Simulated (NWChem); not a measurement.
Species: SiNH₅; SMILES N[SiH3]

```xyz
7

Si    -0.0081     0.5588     0.0000
N     -0.0430    -1.1795     0.0000
H     -0.7169     1.0254    -1.2211
H     -0.7169     1.0254     1.2211
H      1.3392     1.2117     0.0000
H      0.2685    -1.6706    -0.8303
H      0.2685    -1.6706     0.8303
```
Atoms are numbered in this order, from 1.

Level: B3LYP/6-31G* (spherical d) (NWChem); excitation at 532 nm, off resonance, unscaled harmonic frequencies. Coordinates come from a B3LYP/6-31G* (spherical d) optimisation.

Problem. Give the Raman lines with relative activities.

Solution. 
```csv
wavenumber (cm⁻¹),relative intensity
197,0.5
451,1.8
639,1.6
709,13
834,7.9
923,12
943,2.7
993,15
1012,12
1631,3.7
2192,77
2252,100
2258,47
3552,75
3641,47
```
